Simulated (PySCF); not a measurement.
C₄H₁₁GaO₂ (SMILES CC[O][GaH][O]CC), singlet, geometry from GFN2-xTB (such geometries of metal compounds can be far from the true shape); CASSCF(6,4)/STO-3G (PySCF).

Input for PySCF:
```python
from pyscf import gto, scf, mcscf
import numpy

mol = gto.M(
    atom='''
Ga   -0.58719717   -0.12215260    0.38403851
H    -1.63326112   -0.40694865    1.44119900
O    -1.47370051    0.14231757   -1.07053440
C    -1.35971792    0.45424383   -2.44112143
C     0.08524178    0.69286092   -2.85712539
H    -1.78326356   -0.37793461   -3.01792382
H    -1.95951133    1.35266378   -2.63591389
H     0.67282826   -0.20141356   -2.64894107
H     0.14407155    0.93076810   -3.91686720
H     0.49745365    1.51641315   -2.27376352
O     1.15956639   -0.05044903    0.47178588
C     2.16130696   -0.21076066    1.45024128
C     1.59184115   -0.53834967    2.82344204
H     2.82932159   -1.01696054    1.12256700
H     2.73934354    0.72035929    1.49955413
H     1.01714705   -1.46435339    2.76782957
H     2.39181747   -0.65522951    3.55051818
H     0.92820592    0.26645153    3.14391703
''',
    basis='sto-3g',
    verbose=4,
)

mf = scf.RHF(mol)
mf.kernel()
mc = mcscf.CASSCF(mf, 4, 6)
mc.fix_spin_(ss=0.0)
mc.kernel()
occ = numpy.linalg.eigvalsh(mc.fcisolver.make_rdm1(mc.ci, mc.ncas, mc.nelecas))[::-1]
ss = mc.fcisolver.spin_square(mc.ci, mc.ncas, mc.nelecas)[0]
print('natural occupations', occ.round(4), ' <S^2>', round(ss, 4))
```

Output, abridged:

```
PySCF version 2.14.0

[INPUT] verbose = 4
[INPUT] num. atoms = 18
[INPUT] num. electrons = 82
[INPUT] charge = 0
[INPUT] spin (= nelec alpha-beta = 2S) = 0
[INPUT] symmetry False subgroup None
[INPUT] Mole.unit = angstrom
[INPUT] Symbol           X                Y                Z      unit          X                Y                Z       unit  Magmom
[...]
nuclear repulsion = 559.926377539459
number of shells = 37
number of NR pGTOs = 177
number of NR cGTOs = 59
basis = sto-3g
ecp = {}

******** <class 'pyscf.scf.hf.RHF'> ********
method = RHF
initial guess = minao
damping factor = 0
level_shift factor = 0
DIIS = <class 'pyscf.scf.diis.CDIIS'>
diis_start_cycle = 1
diis_space = 8
diis_damp = 0
SCF conv_tol = 1e-09
SCF conv_tol_grad = None
SCF max_cycles = 50
direct_scf = True
direct_scf_tol = 1e-13
Set gradient conv threshold to 3.16228e-05
Initial guess from minao.
init E= -2203.13248834628
[...]
cycle= 1 E= -2204.37952819992  delta_E= -1.25  |g|= 0.775  |ddm|= 4.91
[...]
cycle= 2 E= -2204.62148602548  delta_E= -0.242  |g|= 0.241  |ddm|= 1.53
[...]
cycle= 3 E= -2204.64227727122  delta_E= -0.0208  |g|= 0.0613  |ddm|= 0.408
[...]
cycle= 4 E= -2204.64389040031  delta_E= -0.00161  |g|= 0.0145  |ddm|= 0.104
[...]
cycle= 5 E= -2204.64407273423  delta_E= -0.000182  |g|= 0.00492  |ddm|= 0.0473
[...]
cycle= 6 E= -2204.64410194497  delta_E= -2.92e-05  |g|= 0.00218  |ddm|= 0.0204
[...]
cycle= 7 E= -2204.64410961107  delta_E= -7.67e-06  |g|= 0.000899  |ddm|= 0.0122
[...]
cycle= 8 E= -2204.64411097163  delta_E= -1.36e-06  |g|= 0.00035  |ddm|= 0.00559
[...]
cycle= 9 E= -2204.64411112058  delta_E= -1.49e-07  |g|= 9.76e-05  |ddm|= 0.00182
[...]
cycle= 10 E= -2204.6441111356  delta_E= -1.5e-08  |g|= 3.9e-05  |ddm|= 0.000524
[...]
cycle= 11 E= -2204.64411113827  delta_E= -2.67e-09  |g|= 1.59e-05  |ddm|= 0.00021
[...]
cycle= 12 E= -2204.64411113878  delta_E= -5.16e-10  |g|= 5.83e-06  |ddm|= 9.91e-05
[...]
Extra cycle  E= -2204.6441111388  delta_E= -1.18e-11  |g|= 3.84e-06  |ddm|= 1.61e-05
converged SCF energy = -2204.6441111388

******** <class 'pyscf.mcscf.mc1step.CASSCF'> ********
CAS (3e+3e, 4o), ncore = 38, nvir = 17
max_cycle_macro = 50
max_cycle_micro = 4
conv_tol = 1e-07
conv_tol_grad = None
orbital rotation max_stepsize = 0.02
orbital rotation threshold for CI restart = 0.01
augmented hessian ah_max_cycle = 30
augmented hessian ah_conv_tol = 1e-12
augmented hessian ah_linear dependence = 1e-14
augmented hessian ah_level shift = 1e-08
augmented hessian ah_start_tol = 2.5
augmented hessian ah_start_cycle = 3
augmented hessian ah_grad_trust_region = 3
kf_trust_region = 3
kf_interval = 4
ci_response_space = 4
ci_grad_trust_region = 3
with_dep4 0
natorb = False
canonicalization = True
sorting_mo_energy = False
ao2mo_level = 2
internal_rotation = False
******** <class 'pyscf.fci.addons.SpinPenaltyFCISolver'> ********
max. cycles = 50
conv_tol = 1e-08
davidson only = True
linear dependence = 1e-12
level shift = 0.001
max iter space = 12
nroots = 1
pspace_size = 400
spin = None
CASCI E = -2204.64762442719  S^2 = 0.0000000
Set conv_tol_grad to 0.000316228
macro iter   1 ( 17 JK    4 micro), CASSCF E = -2204.64894610210  dE = -1.32167491e-03  S^2 = 0.0000000
               |grad[o]|=0.0149  |grad[c]|=0.0424  |ddm|=0.025  |maxRot[o]|=0.133
macro iter   2 (  7 JK    2 micro), CASSCF E = -2204.64956272129  dE = -6.16619189e-04  S^2 = 0.0000000
               |grad[o]|=0.0101  |grad[c]|=0.000594  |ddm|=0.0104  |maxRot[o]|=0.0699
macro iter   3 (  7 JK    2 micro), CASSCF E = -2204.64973657331  dE = -1.73852018e-04  S^2 = 0.0000000
               |grad[o]|=0.00742  |grad[c]|=0.0212  |ddm|=0.00184  |maxRot[o]|=0.0697
macro iter   4 ( 17 JK    4 micro), CASSCF E = -2204.64973487563  dE =  1.69767873e-06  S^2 = 0.0000000
               |grad[o]|=0.00626  |grad[c]|=0.043  |ddm|=0.00704  |maxRot[o]|=0.0823
macro iter   5 ( 21 JK    4 micro), CASSCF E = -2204.64979962635  dE = -6.47507231e-05  S^2 = 0.0000000
[...]
macro iter  32 (  7 JK    2 micro), CASSCF E = -2204.65071344501  dE = -1.17923925e-04  S^2 = 0.0000000
               |grad[o]|=0.00267  |grad[c]|=0.0127  |ddm|=0.00945  |maxRot[o]|=0.0661
macro iter  33 (  7 JK    2 micro), CASSCF E = -2204.65093201874  dE = -2.18573736e-04  S^2 = 0.0000000
               |grad[o]|=0.00274  |grad[c]|=0.011  |ddm|=0.00889  |maxRot[o]|=0.0681
macro iter  34 (  7 JK    2 micro), CASSCF E = -2204.65128169270  dE = -3.49673958e-04  S^2 = 0.0000000
               |grad[o]|=0.00277  |grad[c]|=0.00729  |ddm|=0.00569  |maxRot[o]|=0.069
macro iter  35 (  7 JK    2 micro), CASSCF E = -2204.65172174728  dE = -4.40054579e-04  S^2 = 0.0000000
               |grad[o]|=0.00284  |grad[c]|=0.00502  |ddm|=0.00582  |maxRot[o]|=0.0695
macro iter  36 (  7 JK    2 micro), CASSCF E = -2204.65214345327  dE = -4.21705994e-04  S^2 = 0.0000000
               |grad[o]|=0.00272  |grad[c]|=0.00686  |ddm|=0.00712  |maxRot[o]|=0.0697
macro iter  37 (  7 JK    2 micro), CASSCF E = -2204.65244966847  dE = -3.06215192e-04  S^2 = 0.0000000
               |grad[o]|=0.00251  |grad[c]|=0.0119  |ddm|=0.00644  |maxRot[o]|=0.0698
macro iter  38 (  7 JK    2 micro), CASSCF E = -2204.65259996259  dE = -1.50294125e-04  S^2 = 0.0000000
               |grad[o]|=0.00218  |grad[c]|=0.0157  |ddm|=0.00544  |maxRot[o]|=0.0699
macro iter  39 (  7 JK    2 micro), CASSCF E = -2204.65269459486  dE = -9.46322725e-05  S^2 = 0.0000000
               |grad[o]|=0.00234  |grad[c]|=0.012  |ddm|=0.00855  |maxRot[o]|=0.0699
macro iter  40 (  7 JK    2 micro), CASSCF E = -2204.65280852551  dE = -1.13930644e-04  S^2 = 0.0000000
               |grad[o]|=0.00338  |grad[c]|=0.0091  |ddm|=0.00979  |maxRot[o]|=0.0699
macro iter  41 (  7 JK    2 micro), CASSCF E = -2204.65295728947  dE = -1.48763959e-04  S^2 = 0.0000000
               |grad[o]|=0.00502  |grad[c]|=0.00747  |ddm|=0.0104  |maxRot[o]|=0.0699
macro iter  42 ( 21 JK    4 micro), CASSCF E = -2204.65318857059  dE = -2.31281125e-04  S^2 = 0.0000000
               |grad[o]|=0.00707  |grad[c]|=0.0156  |ddm|=0.0201  |maxRot[o]|=0.287
macro iter  43 ( 21 JK    4 micro), CASSCF E = -2204.65366732332  dE = -4.78752725e-04  S^2 = 0.0000000
               |grad[o]|=0.0226  |grad[c]|=0.152  |ddm|=0.0805  |maxRot[o]|=0.234
macro iter  44 ( 21 JK    4 micro), CASSCF E = -2204.65464145875  dE = -9.74135436e-04  S^2 = 0.0000000
               |grad[o]|=0.0598  |grad[c]|=0.0164  |ddm|=0.00759  |maxRot[o]|=0.0963
macro iter  45 ( 17 JK    4 micro), CASSCF E = -2204.65497563618  dE = -3.34177428e-04  S^2 = 0.0000000
               |grad[o]|=0.0169  |grad[c]|=0.0562  |ddm|=0.00115  |maxRot[o]|=0.112
macro iter  46 (  7 JK    2 micro), CASSCF E = -2204.65536761148  dE = -3.91975297e-04  S^2 = 0.0000000
               |grad[o]|=0.0122  |grad[c]|=0.0062  |ddm|=0.000677  |maxRot[o]|=0.0699
macro iter  47 ( 17 JK    4 micro), CASSCF E = -2204.65552378673  dE = -1.56175255e-04  S^2 = 0.0000000
               |grad[o]|=0.00899  |grad[c]|=0.0249  |ddm|=0.00351  |maxRot[o]|=0.0984
macro iter  48 (  7 JK    2 micro), CASSCF E = -2204.65569425474  dE = -1.70468006e-04  S^2 = 0.0000000
               |grad[o]|=0.00927  |grad[c]|=0.00478  |ddm|=0.00123  |maxRot[o]|=0.0648
macro iter  49 (  7 JK    2 micro), CASSCF E = -2204.65582282319  dE = -1.28568454e-04  S^2 = 0.0000000
               |grad[o]|=0.00679  |grad[c]|=0.0113  |ddm|=0.00219  |maxRot[o]|=0.0698
macro iter  50 (  7 JK    2 micro), CASSCF E = -2204.65592244075  dE = -9.96175613e-05  S^2 = 0.0000000
               |grad[o]|=0.0054  |grad[c]|=0.0109  |ddm|=0.00221  |maxRot[o]|=0.043
1-step CASSCF not converged,  50 macro (724 JK 160 micro) steps
CASSCF canonicalization
Density matrix diagonal elements [1.99184683 1.99072119 1.99676577 0.0206662 ]
CASSCF energy = -2204.65592244075
CASCI E = -2204.65592244075  E(CI) = -86.7950641075436  S^2 = 0.0000000
natural occupations [2.     1.9972 1.9844 0.0184]  <S^2> 0.0
```

The run did not converge; its last values are not results.
